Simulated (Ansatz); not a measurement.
(HBe-mu-H)2 (Be₂H₄), relaxed as a singlet with RKS PBE-D4/def2-TZVP in Ansatz, starting from the GFN2-xTB geometry. Force threshold 0.02 eV/Å.

Start:

Cartesian coordinates in Å:
```
Be 0.649 -0.133 0.778
H 1.460 -0.294 1.771
H 0.798 0.392 -0.592
Be -0.648 0.130 -0.779
H -1.463 0.305 -1.767
H -0.797 -0.400 0.588
```

| step | energy (eV) | largest force component (eV/Å) | SCF passes |
| --- | --- | --- | --- |
| 1 | -864.7797 | 0.843 | 19 |
| 2 | -864.8189 | 0.206 | 20 |
| 3 | -864.8231 | 0.022 | 21 |
| 4 | -864.8231 | 0.012 | 18 |

Force components are those of the run's own axes.

End:

Cartesian coordinates in Å:
```
Be 0.638 -0.131 0.769
H 1.483 -0.302 1.795
H 0.815 0.404 -0.606
Be -0.637 0.129 -0.770
H -1.484 0.306 -1.794
H -0.814 -0.407 0.605
```

By distances, no bond broke or formed. The bond that changes most is Be1–H2, from 1.29 to 1.34 Å (atoms count from 1).

No frequencies were taken in this run, so the end may be a saddle point.

Run time 1 s (4 threads of Arm Neoverse V2 on a shared host).
